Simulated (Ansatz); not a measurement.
Two isomers of C2H7NSi: A = `NC1C[SiH2]1`, B = `C=C[SiH2]N`.

Calculated with Ansatz (gas phase, PBE0-D4/def2-TZVP geometries, no zero-point term in ΔE). CCSD(T)/CBS adds triple-zeta CCSD(T) − MP2 to the extrapolated MP2 energy (def2 sets, frozen cores). DFT in def2-TZVPP. B3LYP here is the variant with VWN-RPA as its local correlation; programs differ in this. Each species was taken in one conformer, which may not be the lowest.

(1) Which isomer does CCSD(T)/CBS put lower? Give the gap. (Estimate.)

(2) Give E(B) − E(A) in kJ/mol with ωB97M-V, r2SCAN-D4, LDA (SPW92), BLYP-D4, B3LYP, B3LYP-D4, PBE-D4. (An estimate is asked.)

(3) Does the order hold for the free energy at 298.15 K (harmonic terms from PBE0-D4)? (Estimate.)

Largest T1 diagnostic: 0.011.

## Answers

(1) The calculation gave: B, by 160.4 kJ/mol.

(2) Ansatz gave: ωB97M-V -152.5, r2SCAN-D4 -146.5, LDA (SPW92) -111.3, BLYP-D4 -163.1, B3LYP -163.4, B3LYP-D4 -163.4, PBE-D4 -132.5. None reverses the order clearly.

(3) Ansatz gave: Yes: G(B) − G(A) = -169.8 kJ/mol, for one conformer each.

Leaving LDA and LC-ωPBE aside and taking each functional with its dispersion term where it has one, the values, not all of them listed here, spread over 37.9 kJ/mol, from BHLYP-D4 to PBE-D4. LDA lies +21.1 kJ/mol from PBE without D4. From BLYP to BHLYP (50 % exact exchange), in def2-TZVPP and without D4, E(B) − E(A) moves by −6.4 kJ/mol.
